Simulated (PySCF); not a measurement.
C4H7ClNO (doublet state).
Numbering: `[NH2:1][C:2](=[O:3])[CH2:4][CH:5][CH2:6][Cl:7]` (hydrogens: H8, H9 on N1; H10, H11 on C4; H12 on C5; H13, H14 on C6)

Structure used (GFN2-xTB), in Å, numbered top down from 1:
```
atom  x, y, z in Å
N1    -1.5941    0.8867    0.1733
C2    -1.5873   -0.3142    0.7602
O3    -2.5754   -0.9219    1.0917
C4    -0.1592   -0.8726    1.0338
C5     0.7736   -0.7040   -0.0866
C6     1.8349    0.2395   -0.0835
Cl7    1.2576    1.9783   -0.8042
H8    -2.4816    1.3198   -0.0242
H9    -0.7431    1.3516   -0.1187
H10   -0.3119   -1.9313    1.2570
H11    0.2035   -0.3666    1.9311
H12    0.5566   -1.2378   -0.9987
H13    2.6454    0.0254   -0.7711
H14    2.1804    0.5468    0.8978
```

The hyperfine couplings belong to this conformer and change with its torsions.

Method: UKS B3LYP, pcH-1 on C Cl H N O, non-relativistic, mean-field spin-orbit, GIAO in PySCF 2.14.0. Isolated species at its GFN2-xTB geometry (one conformer only). A GFN2-xTB geometry isn't a minimum of the functional, and hyperfine couplings can be far from their values at a DFT geometry. No stability test was run, so a lower SCF solution isn't excluded.

Largest spin populations (Mulliken): C5 (+0.83), Cl7 (+0.20) and C4 (-0.07). The positive populations add up to 1.16 and the negative ones to -0.16, together 2S = 1. The angles at C5 add up to 359.5°, so it is planar; its axial dipolar tensor and the negative coupling of its proton fit spin in a p orbital normal to that plane.

Task: Find Q in a(H) = Q·ρ(C) for the protons on the planar carbons that carry spin.

Result: 
```json
{"H": "H12", "C": "C5", "ρ(C)": "+0.831", "a(H) (G)": "-18.11", "a/ρ (G)": "-21.8"}
```

One proton gives one ratio, Q = -21.8 G, and no test of linearity. In every row coupling and population have opposite signs.

Couplings in gauss use g_iso = 2.0042.
